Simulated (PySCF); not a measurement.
C₄H₉FSi, SMILES C/C=C(\F)[SiH2]C.

Geometry: PBE-D3(BJ)/def2-SVP. The structure was generated by enumeration; whether it is a known compound was not checked. The values are those of a single conformer.

Method: PBE-D3(BJ)/def2-SVP in PySCF.

Frequencies are harmonic and unscaled.

### Question
Give all harmonic wavenumbers and intensities. (Estimate from the structure and the level; the computed values follow.)

### Answer

```json
[
 {"mode": "1", "ν (cm⁻¹)": "56", "IR (km/mol)": "1.2", "moving atoms (share of kinetic energy)": "C 42 %, H 26 %, F 25 %"},
 {"mode": "2", "ν (cm⁻¹)": "101", "IR (km/mol)": "0.2", "moving atoms (share of kinetic energy)": "C 53 %, H 31 %, F 10 %"},
 {"mode": "3", "ν (cm⁻¹)": "138", "IR (km/mol)": "0.1", "moving atoms (share of kinetic energy)": "H 92 %"},
 {"mode": "4", "ν (cm⁻¹)": "145", "IR (km/mol)": "0.1", "moving atoms (share of kinetic energy)": "H 83 %, C 12 %"},
 {"mode": "5", "ν (cm⁻¹)": "190", "IR (km/mol)": "0.5", "moving atoms (share of kinetic energy)": "H 45 %, C 31 %, F 13 %, Si 11 %"},
 {"mode": "6", "ν (cm⁻¹)": "230", "IR (km/mol)": "3.5", "moving atoms (share of kinetic energy)": "C 48 %, H 27 %, F 15 %, Si 9 %"},
 {"mode": "7", "ν (cm⁻¹)": "280", "IR (km/mol)": "5.1", "moving atoms (share of kinetic energy)": "F 38 %, C 37 %, H 20 %"},
 {"mode": "8", "ν (cm⁻¹)": "409", "IR (km/mol)": "8.2", "moving atoms (share of kinetic energy)": "Si 46 %, C 29 %, H 16 %, F 9 %"},
 {"mode": "9", "ν (cm⁻¹)": "474", "IR (km/mol)": "10.7", "moving atoms (share of kinetic energy)": "H 76 %, Si 10 %, C 10 %"},
 {"mode": "10", "ν (cm⁻¹)": "510", "IR (km/mol)": "2.4", "moving atoms (share of kinetic energy)": "C 60 %, H 34 %"},
 {"mode": "11", "ν (cm⁻¹)": "663", "IR (km/mol)": "12.2", "moving atoms (share of kinetic energy)": "H 70 %, C 21 %"},
 {"mode": "12", "ν (cm⁻¹)": "678", "IR (km/mol)": "11.4", "moving atoms (share of kinetic energy)": "H 49 %, C 34 %, Si 14 %"},
 {"mode": "13", "ν (cm⁻¹)": "720", "IR (km/mol)": "4.3", "moving atoms (share of kinetic energy)": "C 38 %, H 34 %, F 24 %"},
 {"mode": "14", "ν (cm⁻¹)": "727", "IR (km/mol)": "57.5", "moving atoms (share of kinetic energy)": "H 53 %, C 26 %, Si 19 %"},
 {"mode": "15", "ν (cm⁻¹)": "809", "IR (km/mol)": "4.9", "moving atoms (share of kinetic energy)": "H 90 %, C 8 %"},
 {"mode": "16", "ν (cm⁻¹)": "854", "IR (km/mol)": "46.0", "moving atoms (share of kinetic energy)": "H 78 %, C 17 %"},
 {"mode": "17", "ν (cm⁻¹)": "868", "IR (km/mol)": "227.7", "moving atoms (share of kinetic energy)": "H 79 %, C 12 %, Si 9 %"},
 {"mode": "18", "ν (cm⁻¹)": "907", "IR (km/mol)": "68.3", "moving atoms (share of kinetic energy)": "H 95 %"},
 {"mode": "19", "ν (cm⁻¹)": "957", "IR (km/mol)": "39.7", "moving atoms (share of kinetic energy)": "H 53 %, C 36 %, F 10 %"},
 {"mode": "20", "ν (cm⁻¹)": "1000", "IR (km/mol)": "0.4", "moving atoms (share of kinetic energy)": "H 63 %, C 37 %"},
 {"mode": "21", "ν (cm⁻¹)": "1039", "IR (km/mol)": "45.3", "moving atoms (share of kinetic energy)": "C 71 %, H 15 %, F 11 %"},
 {"mode": "22", "ν (cm⁻¹)": "1130", "IR (km/mol)": "25.3", "moving atoms (share of kinetic energy)": "C 61 %, H 33 %"},
 {"mode": "23", "ν (cm⁻¹)": "1213", "IR (km/mol)": "16.5", "moving atoms (share of kinetic energy)": "H 79 %, C 21 %"},
 {"mode": "24", "ν (cm⁻¹)": "1254", "IR (km/mol)": "16.1", "moving atoms (share of kinetic energy)": "H 67 %, C 29 %"},
 {"mode": "25", "ν (cm⁻¹)": "1335", "IR (km/mol)": "1.1", "moving atoms (share of kinetic energy)": "H 74 %, C 26 %"},
 {"mode": "26", "ν (cm⁻¹)": "1381", "IR (km/mol)": "4.3", "moving atoms (share of kinetic energy)": "H 96 %"},
 {"mode": "27", "ν (cm⁻¹)": "1386", "IR (km/mol)": "2.3", "moving atoms (share of kinetic energy)": "H 96 %"},
 {"mode": "28", "ν (cm⁻¹)": "1400", "IR (km/mol)": "5.8", "moving atoms (share of kinetic energy)": "H 95 %"},
 {"mode": "29", "ν (cm⁻¹)": "1407", "IR (km/mol)": "8.6", "moving atoms (share of kinetic energy)": "H 96 %"},
 {"mode": "30", "ν (cm⁻¹)": "1674", "IR (km/mol)": "16.3", "moving atoms (share of kinetic energy)": "C 94 %"},
 {"mode": "31", "ν (cm⁻¹)": "2153", "IR (km/mol)": "106.9", "moving atoms (share of kinetic energy)": "H 97 %"},
 {"mode": "32", "ν (cm⁻¹)": "2163", "IR (km/mol)": "102.5", "moving atoms (share of kinetic energy)": "H 96 %"},
 {"mode": "33", "ν (cm⁻¹)": "2963", "IR (km/mol)": "23.6", "moving atoms (share of kinetic energy)": "H 97 %"},
 {"mode": "34", "ν (cm⁻¹)": "2980", "IR (km/mol)": "2.7", "moving atoms (share of kinetic energy)": "H 97 %"},
 {"mode": "35", "ν (cm⁻¹)": "3029", "IR (km/mol)": "9.3", "moving atoms (share of kinetic energy)": "H 91 %, C 9 %"},
 {"mode": "36", "ν (cm⁻¹)": "3083", "IR (km/mol)": "1.6", "moving atoms (share of kinetic energy)": "H 91 %, C 9 %"},
 {"mode": "37", "ν (cm⁻¹)": "3085", "IR (km/mol)": "2.7", "moving atoms (share of kinetic energy)": "H 91 %, C 9 %"},
 {"mode": "38", "ν (cm⁻¹)": "3086", "IR (km/mol)": "2.3", "moving atoms (share of kinetic energy)": "H 91 %, C 9 %"},
 {"mode": "39", "ν (cm⁻¹)": "3108", "IR (km/mol)": "6.6", "moving atoms (share of kinetic energy)": "H 92 %, C 8 %"}
]
```
